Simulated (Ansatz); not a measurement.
Calculated with Ansatz (gas phase, PBE0-D4/def2-TZVP geometries, no zero-point term in ΔE). CCSD(T)/CBS adds triple-zeta CCSD(T) − MP2 to the extrapolated MP2 energy (def2 sets, frozen cores). DFT in def2-TZVPP. B3LYP here is the variant with VWN-RPA as its local correlation; programs differ in this. Each species was taken in one conformer, which may not be the lowest.

Reaction (formal exchange of groups at the Si–S bond): `C[SiH2]SSC` + `CCS` → `C[SiH2]C(C)S` + `CSS`

```tsv
level	ΔE (kcal/mol)	difference from CCSD(T)/CBS
PBE-D4	17.6	0.2
r2SCAN-D4	17.8	0.4
PBE0-D4	17.8	0.4
B3LYP-D4	17.5	0.1
ωB97X-V	17.0	-0.4
ωB97M-V	16.8	-0.6
B2PLYP	17.8	0.4
PBE	17.9	0.5
r2SCAN	17.9	0.5
PBE0	18.0	0.6
B3LYP	17.9	0.5
HF/def2-TZVPP	18.6	1.2
MP2/def2-TZVPP	17.4	0.0
SCS-MP2/def2-TZVPP	17.2	-0.2
CCSD/def2-TZVPP	16.7	-0.7
CCSD(T)/def2-TZVPP	16.7	-0.7
HF/def2-QZVPP	18.6	1.2
MP2/def2-QZVPP	17.8	0.4
SCS-MP2/def2-QZVPP	17.7	0.3
HF/CBS(def2)	18.6	1.2
MP2/CBS(def2)	18.1	0.7
CCSD/CBS(def2)	17.3	-0.1
CCSD(T)/CBS	17.4	0
```

Largest T1 diagnostic among the species: 0.011.

In def2-TZVPP, CCSD(T) changes the Hartree–Fock value by −1.9 kcal/mol (the triples alone add +0.0 kcal/mol) and MP2 by −1.2 kcal/mol.
